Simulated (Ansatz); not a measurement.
Abridged output of a molecular run in Ansatz:

```
Functional definition: HF
910 factors; integrals over basis functions are off by at most 1.1e-3 eV
mean field evaluation 1: about -11133.1065 eV, gradient 3.5e1 eV
mean field evaluation 2: about -11133.1647 eV, gradient 3.5e1 eV
mean field evaluation 4: about -11136.3616 eV, gradient 3.8e0 eV
mean field evaluation 8: about -11136.4164 eV, gradient 1.7e-4 eV
mean field -11136.41642053 eV, -409.2557549204 hartree, gradient 2.7e-6 eV, S^2 0.000000; 0 other end points of the search recorded, 0 dependent functions left out
8 core orbitals not correlated: weight in the atoms' cores, before any rotation towards them, 1.000 or more for the frozen orbitals, at most 0.000 for the correlated occupied ones
reference -11136.41642053 eV, -409.2557549204 hartree; 11, 11 occupied and 71, 71 virtual orbitals, 910 factors
second order -13.36570753 eV of doubles, -0.00000000 eV of singles
cycle   1  -14.13604109 eV  change   -7.7e-1 eV  update   9.2e-2
cycle   2  -14.55786969 eV  change   -4.2e-1 eV  update   2.8e-2
cycle   3  -14.64397745 eV  change   -8.6e-2 eV  update   1.4e-2
cycle   4  -14.63882144 eV  change    5.2e-3 eV  update   3.9e-3
cycle   5  -14.63896673 eV  change   -1.5e-4 eV  update   1.5e-3
cycle   6  -14.63874346 eV  change    2.2e-4 eV  update   4.6e-4
cycle   7  -14.63866293 eV  change    8.1e-5 eV  update   1.4e-4
cycle   8  -14.63869236 eV  change   -2.9e-5 eV  update   4.6e-5
cycle   9  -14.63868731 eV  change    5.1e-6 eV  update   1.5e-5
perturbative correction -0.48274314 eV, -0.0177404831 hartree
Total energy: -11151.53785098 eV, -409.8114572395 hartree
```

Its atoms:

Cartesian coordinates in Å:
```
C 0.740 1.571 -0.128
B 0.068 0.178 -0.005
N 0.253 -1.110 -0.471
Si -1.180 -1.205 0.539
H 0.026 2.308 -0.507
H 1.049 1.930 0.859
H 1.615 1.568 -0.783
H 0.903 -1.600 -1.067
H -2.430 -1.573 -0.179
H -1.044 -2.069 1.742
```

Question: Which basis set was used?
A. def2-SVPD
B. def2-TZVPPD
C. def2-SVP
D. def2-QZVPP

Answer: C. It gives 90 functions.

Question: Write the keys of the input that set method, charge and spin (a neutral closed shell needs none for the last two).

Answer: 
```yaml
correlation: {method: ccsd_t}
```
